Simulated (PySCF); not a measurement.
diantimony anion (Sb2), SMILES [Sb]#[Sb] (connectivity only; charge and spin as stated), charge -1, multiplicity 2.

The structure is a stationary point at PBE0-D3(BJ)/def2-TZVPD. The spin state was assumed, not searched. The def2 effective core potentials stand for the cores of Sb; spin–orbit coupling is left out.

These are ωB97X/def2-TZVPD run with PySCF values and carry that method's errors.

Isolated molecule, no solvent.

**Question.** Estimate the frontier levels, dipole moment. (The exact figures need the calculation; the answer reports its results.)

**Answer.** 
| Item | Value |
|---|---|
| α spin, highest occupied and lowest empty level | -1.48 and 3.51 eV |
| β spin, highest occupied and lowest empty level | -2.67 and 3.59 eV |
| dipole moment about the centre of nuclear charge | 0.00 D |
| ⟨S²⟩ | 0.760 (pure state 0.75) |
